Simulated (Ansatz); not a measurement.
Basis sets compared for the cluster Be4Se3⁺. Charge 1, multiplicity 2. Geometry B3LYP-D4/def2-SVP. Ansatz on 4 threads of Arm Neoverse V1 on a shared host; times are rough, and most runs start from earlier orbitals.

Cartesian coordinates in Å:
```
Be 1.603 -0.151 -0.718
Be -1.796 0.625 0.118
Be -0.531 1.159 -1.415
Be -0.216 -0.920 1.488
Se 1.339 1.050 -2.328
Se -2.138 -0.421 1.888
Se 1.739 -1.343 0.965
```

At PBE-D4/def2-SVP, PBE-D4/def2-TZVP the gap within one spin of the charge 1 doublet nearly closes, so an electron or hole may be smeared out by delocalisation error. Another isomer (doublet) lies 1.80 eV lower at PBE0-D4/def2-TZVP; other spin states weren't run for this one.

```tsv
level	functions	energy (Eh)	HOMO (eV)	LUMO (eV)	wall time
HF/STO-3G	74	-7178.5466	-11.54	-6.31	2.4 s
PBE-D4/def2-SVP	132	-7261.4425	-10.66	-10.62	5.5 s
PBE0-D4/def2-SVP	132	-7261.6853	-11.53	-10.33	9 s
```

Problem. Estimate the rows for HF/def2-TZVP, PBE-D4/def2-TZVP (with forces), PBE0-D4/def2-TZVP.

Solution. 
```json
{"level": "HF/def2-TZVP", "functions": "220", "energy (Eh)": "-7258.0495", "HOMO (eV)": "-13.41", "LUMO (eV)": "-6.98", "wall time": "11 s"}
{"level": "PBE-D4/def2-TZVP (with forces)", "functions": "220", "energy (Eh)": "-7262.3863", "HOMO (eV)": "-10.62", "LUMO (eV)": "-10.57", "wall time": "13 s"}
{"level": "PBE0-D4/def2-TZVP", "functions": "220", "energy (Eh)": "-7262.6308", "HOMO (eV)": "-11.44", "LUMO (eV)": "-10.27", "wall time": "22 s"}
```
